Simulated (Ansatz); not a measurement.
Reaction (formal exchange of groups at the Si–C bond): `OC(F)(F)[SiH2]Cl` + `CCNN` → `CCN[SiH2]Cl` + `NC(O)(F)F`

Gas-phase electronic energies from Ansatz, PBE0-D4/def2-TZVP geometries. CCSD(T)/CBS adds triple-zeta CCSD(T) − MP2 to the extrapolated MP2 energy (def2 sets, frozen cores). DFT in def2-TZVPP. One conformer a species, not always the lowest.

CCSD(T)/CBS gives -56.9 kcal/mol.

**Question.** Another level gave -55.3 kcal/mol. Which?
A. PBE0/def2-TZVPP
B. ωB97M-V/def2-TZVPP
C. PBE-D4/def2-TZVPP
D. CCSD/def2-TZVPP

**Answer.** A. PBE0 -55.3, ωB97M-V -56.4, PBE-D4 -52.3, CCSD/def2-TZVPP -57.9 kcal/mol.

Largest T1 diagnostic among the species: 0.012.

From PBE to PBE0 (25 % exact exchange), in def2-TZVPP and without D4, ΔE moves by −3.4 kcal/mol. In def2-TZVPP, CCSD(T) changes the Hartree–Fock value by +3.4 kcal/mol (the triples alone add +0.5 kcal/mol) and MP2 by +1.1 kcal/mol.
